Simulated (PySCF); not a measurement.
## Al (aluminium, neutral) across methods

[Ne] 3s2 3p1, 2P determinant. All numbers are calculated (PySCF 2.14, no relativity, point nucleus, in dyall-av3z (19s12p3d2f, 84 functions)).

| method | E (hartree) | mean ε 3s α (eV) | mean ε 3s β (eV) | mean ε 3p α (eV) | Σ⟨r²⟩ (bohr²) | ⟨S²⟩ |
| --- | --- | --- | --- | --- | --- | --- |
| PBEsol | -241.7486 | -7.869 | -7.260 | -3.031 | 32.80 | 0.754 |
| UHF | -241.88055 | -11.580 | -9.889 | -5.942 | 33.21 | 0.770 |
| MN15 | -242.3540 | -9.295 | -8.668 | -3.836 | 34.35 | 0.753 |
| LDA | -241.3221 | -8.001 | -7.419 | -3.012 | 32.87 | 0.752 |
| PBE0 | -242.2563 | -8.972 | -8.166 | -3.907 | 32.52 | 0.757 |
| revPBE | -242.3224 | -7.843 | -7.241 | -3.108 | 32.78 | 0.756 |
| r2SCAN0 | -242.3354 | -9.052 | -8.203 | -4.088 | 32.38 | 0.763 |
| PBE | -242.2359 | -7.884 | -7.289 | -3.093 | 32.76 | 0.755 |
| r2SCAN | -242.3387 | -8.034 | -7.378 | -3.341 | 32.43 | 0.762 |
